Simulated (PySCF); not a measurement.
A calculated (UHF, PySCF 2.14, cc-pV(D+d)Z, the non-relativistic Hamiltonian (point nucleus)) atom or ion has these occupied shells.

| shell | electrons | orbital energy (eV) | rms radius, mean of both spins (bohr) |
| --- | --- | --- | --- |
| 1s α | 1 | -2530.5 | 0.113 |
| 1s β | 1 | -2529.9 | 0.113 |
| 2s α | 1 | -271.15 | 0.517 |
| 2s β | 1 | -270.48 | 0.517 |
| 2p α | 3 | -208.13 | 0.491 |
| 2p β | 3 | -206.96 | 0.491 |
| 3s α | 1 | -48.502 | 1.72 |
| 3s β | 1 | -41.857 | 1.72 |
| 3p α | 2 | -34.681 | 1.92 |

Task: Name the element and its charge.

Result: S²⁺ (sulfur, charge +2), in [Ne] 3s2 3p2, high-spin 3P determinant.
